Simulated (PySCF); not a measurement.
A GIAO shielding run with PySCF 2.14 (density fitting, non-relativistic, gas phase) on SMILES CS(=O)(=O)c1cnsn1, C$_{3}$H$_{4}$N$_{2}$O$_{2}$S$_{2}$:

```
{"job": {"kind": "nmr", "xc": "PBE0", "basis": "pcSseg-1"}, "charge": 0, "multiplicity": 1}
C     -1.833506     0.037205     0.970621
S     -0.924404     0.455496    -0.530429
O     -1.416021    -0.323228    -1.631584
O     -0.868333     1.881358    -0.687055
C      0.744439    -0.104357    -0.189497
C      1.853922    -0.009275    -1.050870
N      2.943777    -0.508025    -0.515541
S      2.610263    -1.060678     0.966294
N      1.033892    -0.668824     0.960462
H     -2.858527     0.355815     0.826466
H     -1.774521    -1.034199     1.106285
H     -1.375501     0.567194     1.794545
H      1.860131     0.412004    -2.037424
```

Hardware: 1 thread of an x86-64 server CPU, shared host. The job also computes population analyses, field gradients, ring-centre shieldings.

(1) How large is the calculation?

(2) How long does it take?

## Answers

(1) 84 electrons, 187 basis functions and 1009 auxiliary functions.

(2) 48 s of wall time, with 15 SCF cycles and 5 response iterations. Times on a shared host scatter by some tens of per cent.
